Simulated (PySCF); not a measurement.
**Substituent chemical shifts**

Parent skeleton `[CH:1]#[C:2][Si:3]([OH:4])([OH:5])[O:6][SiH3:7]`; one hydrogen on atom 7 is replaced by X. Hydrogens on one atom are averaged.

- coordinates at the GFN2-xTB level
- NMR shieldings at PBE0/pcSseg-1/GIAO
- code: PySCF
- one computed conformer, no solvent, fast rotation and ring inversion assumed for equivalent nuclei, non-relativistic Hamiltonian

Chemical shifts δ = σref − σ; TMS for ¹³C (σ = 186.93 ppm) and ²⁹Si (σ = 349.16 ppm) and ¹H (σ = 31.72 ppm); ¹⁷O (σ = 336.08 ppm) against H2O, all at this level.

Known members:
```
    X    C1    C2    Si3  O4/O5    O6    Si7  H(C1)  H(Si7)
CH2Cl  96.6  87.1  -80.9   57.5  74.3  -33.7   1.63    4.92
N=CH2  96.8  88.6  -82.1   57.4  93.2  -42.2   1.67    5.30
 SCH3  97.0  86.6  -79.9   57.6  70.9  -14.8   1.66    5.52
```

Four more derivatives gave (δ, ppm):
| compound | C1 | C2 | Si3 | O4/O5 | O6 | Si7 | H(C1) | H(Si7) |
| --- | --- | --- | --- | --- | --- | --- | --- | --- |
| 1 | 95.6 | 88.1 | -81.8 | 57.4 | 64.4 | -35.5 | 1.60 | 5.41 |
| 2 | 98.8 | 85.5 | -81.5 | 57.5 | 64.5 | -62.9 | 1.81 | 5.12 |
| 3 | 97.7 | 86.1 | -80.9 | 57.4 | 75.8 | -27.9 | 1.72 | 5.19 |
| 4 | 95.5 | 88.1 | -80.5 | 58.6 | 74.1 | -34.5 | 1.57 | 5.27 |

Problem. Their substituents are CH2CN, CN, NHCH3, vinyl. Which is which?

Solution. 1: X = vinyl (C#C[Si](O)(O)O[SiH2]C=C); 2: X = CN (C#C[Si](O)(O)O[SiH2]C#N); 3: X = CH2CN (C#C[Si](O)(O)O[SiH2]CC#N); 4: X = NHCH3 (C#C[Si](O)(O)O[SiH2]NC).

Experimental scales use liquid or dissolved standards, which lie at an offset from isolated H2O (liquid H2O: subtract about 36 ppm).
